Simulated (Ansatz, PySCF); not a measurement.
Bond stretch in H4Ge, SMILES [GeH4]. The Ge1–H5 bond (Ge1 also carries H, H, H; H5 carries nothing else) is varied alone, starting from the PBE0/def2-TZVP optimised geometry.

Computed with: RKS-PBE = restricted PBE/cc-pVDZ (Ansatz, a first-principles code); UKS-PBE = unrestricted PBE/cc-pVDZ (Ansatz); UKS-r2SCAN = unrestricted r2SCAN/cc-pVDZ (PySCF); UCCSD(T) = CCSD(T) on UHF/cc-pVDZ, 9 core orbitals frozen (PySCF 2.14.0).

Energies relative to the lowest point of each curve near equilibrium, in kJ/mol; the last columns give the difference from UCCSD(T):

| R / Å | RKS-PBE | UKS-PBE | UKS-r2SCAN | UCCSD(T) | RKS-PBE − UCCSD(T) | UKS-PBE − UCCSD(T) | UKS-r2SCAN − UCCSD(T) |
|---|---|---|---|---|---|---|---|
| 1.24 | 119.5 | 119.5 | 112.6 | 115.3 | 4.1 | 4.1 | -2.8 |
| 1.29 | 77.2 | 77.2 | 71.4 | 73.4 | 3.8 | 3.8 | -1.9 |
| 1.38 | 28.4 | 28.4 | 24.7 | 25.6 | 2.7 | 2.7 | -0.9 |
| 1.45 | 8.6 | 8.6 | 6.6 | 7.0 | 1.6 | 1.6 | -0.4 |
| 1.48 | 3.9 | 3.9 | 2.6 | 2.9 | 1.0 | 1.0 | -0.2 |
| 1.53 | 0.0 | 0.0 | 0.0 | 0.0 | 0.0 | 0.0 | 0.0 |
| 1.57 | 0.0 | 0.0 | 1.0 | 0.8 | -0.8 | -0.8 | 0.1 |
| 1.61 | 2.3 | 2.3 | 4.2 | 4.0 | -1.7 | -1.7 | 0.2 |
| 1.68 | 10.6 | 10.6 | 14.3 | 13.9 | -3.3 | -3.3 | 0.3 |
| 1.80 | 34.2 | 34.2 | 40.6 | 40.3 | -6.1 | -6.1 | 0.3 |
| 1.90 | 59.2 | 59.2 | 67.8 | 67.5 | -8.4 | -8.4 | 0.3 |
| 2.09 | 112.5 | 112.5 | 125.0 | 124.2 | -11.7 | -11.7 | 0.9 |
| 2.29 | 169.3 | 169.3 | 185.5 | 182.9 | -13.6 | -13.6 | 2.6 |
| 2.52 | 229.7 | 229.7 | 249.1 | 241.8 | -12.2 | -12.2 | 7.2 |
| 2.78 | 288.4 | 288.1 | 294.5 | 293.4 | -5.1 | -5.3 | 1.1 |
| 3.08 | 342.8 | 327.4 | 324.3 | 332.9 | 9.8 | -5.5 | -8.6 |
| 3.39 | 385.6 | 345.2 | 341.6 | 351.9 | 33.7 | -6.7 | -10.3 |
| 3.75 | 421.6 | 353.2 | 352.0 | 358.8 | 62.8 | -5.7 | -6.8 |
| 4.14 | 448.3 | 356.2 | 357.2 | 360.8 | 87.5 | -4.6 | -3.6 |
| 4.65 | 470.0 | 357.5 | 359.8 | 361.5 | 108.5 | -4.0 | -1.7 |
| 5.39 | 485.6 | 358.0 | 360.9 | 361.7 | 123.9 | -3.8 | -0.9 |

RKS-PBE is furthest from UCCSD(T) at 5.39 (123.9 kJ/mol, above); its mean absolute difference over the points is 23.9 kJ/mol.

UKS-PBE is furthest from UCCSD(T) at 2.29 (-13.6 kJ/mol, below); its mean absolute difference over the points is 5.1 kJ/mol.

UKS-r2SCAN is furthest from UCCSD(T) at 3.39 (-10.3 kJ/mol, below); its mean absolute difference over the points is 2.4 kJ/mol.

The restricted form behind RKS-PBE keeps the bonding electrons paired and can't separate into open-shell fragments. The unrestricted determinant behind UKS-PBE is spin-contaminated at 2.78 to 5.39 Å (<S²> up to 1.0, against 0.00 for a pure singlet). The unrestricted determinant behind UKS-r2SCAN is spin-contaminated at 2.52 to 5.39 Å (<S²> up to 1.0, against 0.00 for a pure singlet). The unrestricted determinant behind UCCSD(T) is spin-contaminated at 2.29 to 5.39 Å (<S²> up to 1.0, against 0.00 for a pure singlet).
